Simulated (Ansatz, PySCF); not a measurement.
Gas-phase reaction in SMILES: ClB(Cl)Br [bromo(dichloro)borane] + 3 [H][H] (H2) → B (BH3) + Br (HBr) + 2 Cl (HCl)
Geometries: B3LYP-D3(BJ)/def2-TZVP minima from Ansatz (a quantum-chemistry and plane-wave program). Frequencies are from Ansatz or PySCF.
Geometry of the first species:
```
B
Cl 1 1.7425
Cl 1 1.7425 2 120.15
Br 1 1.9129 2 119.92 3 -180.00
```

Wanted: energy of full hydrogenation (enthalpy at 298 K, with B3LYP-D3(BJ) rigid-rotor harmonic-oscillator terms), in eV. Correlated levels leave the core frozen unless marked. No spin-orbit coupling. The frozen core is the preceding noble-gas configuration, with the filled d and f shells of earlier blocks. No relativistic terms. Basis-set limits of correlation are two-point, X^-3; Hartree-Fock from the larger set.

| level | program | energy of full hydrogenation (eV) |
|---|---|---|
| HF/def2-TZVPD | PySCF | 1.50 |
| HF-D4/def2-TZVPD | PySCF + dftd4 | 1.86 |
| SVWN5/def2-TZVPD | Ansatz | 2.53 |
| HSE06/def2-TZVPD | Ansatz | 2.21 |
| B2PLYP-D3(BJ)/def2-TZVPD | Ansatz + dftd3 | 2.29 |
| MP2/def2-SVP | Ansatz | 2.52 |
| RI-MP2/CBS(def2-TZVPP,def2-QZVPP) | Ansatz | 2.47 |
| SCS-MP2/def2-SVP | Ansatz | 2.30 |
| CCSD(T)/def2-QZVPPD | Ansatz | 2.16 |
| CCSD(T)/CBS(def2-TZVPPD,def2-QZVPPD) | Ansatz | 2.21 |
